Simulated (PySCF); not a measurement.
FO2W, doublet, geometry from GFN2-xTB (such geometries of metal compounds can be far from the true shape) (the multiplicity is a formal guess) (core potentials on W).

PySCF was given this input:
```python
from pyscf import gto, scf, dft

mol = gto.Mole()
mol.atom = '''
    W     0.031836    0.038077    0.046596
    O     1.554892   -0.445553   -0.513306
    O    -0.606250   -0.879993    1.318243
    F    -1.104998    0.865186   -1.098625
'''
mol.basis = 'def2-sv(p)'
mol.ecp = {'W': 'def2-sv(p)'}
mol.charge = 0
mol.spin = 1
mol.verbose = 4
mol.build()

mf = dft.UKS(mol)
mf.xc = 'camb3lyp'
mf.kernel()
```

**Question.** Give the total energy at the level PySCF with CAMB3LYP/def2-SV(P).

**Answer.** -317.1250 Eh

**Question.** Give the Mulliken (on the basis functions themselves) charges in atom order at the level CAMB3LYP/def2-SV(P).

**Answer.** W1 1.32, O2 -0.47, O3 -0.47, F4 -0.39

**Question.** Give the number of basis functions at the level CAMB3LYP/def2-SV(P).

**Answer.** 67

**Question.** What dipole moment does CAMB3LYP/def2-SV(P) give?

**Answer.** 2.20 D

**Question.** Estimate the nuclear repulsion energy that CAMB3LYP/def2-SV(P) returns for this input.

**Answer.** 143.8040 Eh

These values belong to the state on which the SCF converged, which isn't shown to be the lowest.

**Question.** Roughly what does it cost on one core?

**Answer.** very roughly 17 core-seconds.
